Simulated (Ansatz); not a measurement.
System: CH$_{5}$Ge, net charge 0, doublet state. It need not be the lowest isomer of its formula. 
Structure (B3LYP-D3(BJ)/def2-TZVP (Ansatz, a first-principles code) minimum search):
```
Ge
H 1 1.5391
H 1 1.5391 2 109.75
H 1 1.5445 2 108.10 3 117.68
C 1 1.9281 2 109.99 4 121.18
H 5 1.0828 1 121.98 2 151.66
H 5 1.0828 6 116.00 1 -177.81
```
Charge 0, spin multiplicity 2.

Basis-set convergence of Hartree-Fock and CCSD(T) correlation energies (hartree) with Ansatz. Valence correlation only, unless marked. UHF or UKS for open shells. No spin-orbit coupling. The frozen core is the preceding noble-gas configuration, with the filled d and f shells of earlier blocks. No relativistic terms.

| basis | functions | E(HF) | E(corr, CCSD(T)) |
|---|---|---|---|
| aug-cc-pVDZ | 104 | -2116.06038 | -0.28037 |
| aug-cc-pVTZ | 220 | (withheld) | (withheld) |

### Question
What belongs in the gaps?

### Answer

- aug-cc-pVTZ, E(HF): -2116.14471
- aug-cc-pVTZ, E(corr, CCSD(T)): -0.32653
